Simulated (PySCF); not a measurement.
Ligands exchanged one at a time, Ga Cl-SH. Gas-phase values, no solvent. One relaxed conformer stands for each flexible species; it need not be the lowest. Strings in code marks are SMILES.

All values below come from PySCF with PBE-D3(BJ)/def2-TZVP // r2SCAN-D4/def2-TZVP. Excitations are Tamm–Dancoff values on a coarser integration grid. The basis has no diffuse functions, so Rydberg states are missing or too high.

| species | T1 excitation (TDA) (eV) | LUMO (eV) |
|---|---|---|
| 0 of 3 Cl replaced by SH (`[Cl][Ga]([Cl])[Cl]`) | ___ | -2.88 |
| 1 of 3 Cl replaced by SH | 4.42 | -2.49 |
| 2 of 3 Cl replaced by SH | 4.37 | -2.14 |
| 3 of 3 Cl replaced by SH (`[SH][Ga]([SH])[SH]`) | 4.43 | ___ |

Some entries are withheld; supply them.


- 0 of 3 Cl replaced by SH (`[Cl][Ga]([Cl])[Cl]`), T1 excitation (TDA) (eV): 4.97
- 3 of 3 Cl replaced by SH (`[SH][Ga]([SH])[SH]`), LUMO (eV): -1.87
